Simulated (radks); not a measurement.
Q: Species: W3+. Configuration: [Kr] 4d10 4f14 5s2 5p5.75 5d3.25 (fractional occupations, a model configuration). Method: scalar-relativistic Kohn-Sham, PBE, spin-polarised, spherical densities, point nucleus; open shells are filled with parallel spins first (spin-orbit coupling, left out, can overturn this in heavy ions); computed with a radial shooting solver on a logarithmic mesh with Libxc functionals. Some entries of the table are withheld. Estimate them.

| orbital | occ. | eigenvalue (eV) | <r^2> (bohr^2) |
|---|---|---|---|
| 1s up | 1 | -69528.35 | 0.0004628 |
| 1s down | 1 | -69528.33 | 0.0004628 |
| 2s up | 1 | -12025.01 | 0.007118 |
| 2s down | 1 | -12024.83 | 0.007118 |
| 2p up | 3 | -10519.03 | 0.005892 |
| 2p down | 3 | -10518.88 | 0.005891 |
| 3s up | 1 | -2792.265 | 0.04621 |
| 3s down | 1 | -2792.210 | 0.04621 |
| 3p up | 3 | -2346.374 | 0.04698 |
| 3p down | 3 | -2346.308 | 0.04698 |
| 3d up | 5 | -1833.925 | 0.03897 |
| 3d down | 5 | -1833.800 | 0.03897 |
| 4s up | 1 | -599.6874 | 0.2281 |
| 4s down | 1 | -599.5157 | 0.2281 |
| 4p up | 3 | -453.4550 | 0.2599 |
| 4p down | 3 | -453.2937 | 0.2599 |
| 4d up | 5 | -268.2143 | 0.3031 |
| 4d down | 5 | -268.0181 | 0.3027 |
| 5s up | 1 | -109.2665 | 1.275 |
| 5s down | 1 | -107.4108 | 1.258 |
| 5p up | 3 | -73.2887 | (1) |
| 5p down | 2.75 | -70.8967 | (2) |
| 4f up | 7 | -63.0406 | 0.4645 |
| 4f down | 7 | -62.6038 | 0.4549 |
| 5d up | 3.25 | -32.5697 | 3.482 |
| 5d down | 0 | -29.7310 | 3.542 |
| 6s up | 0 | -29.2244 | 7.386 |
| 6s down | 0 | -26.9742 | 7.525 |
| 6p up | 0 | -21.4445 | 10.78 |

A: 
(1) 5p up <r^2> (bohr^2): 1.730
(2) 5p down <r^2> (bohr^2): 1.707
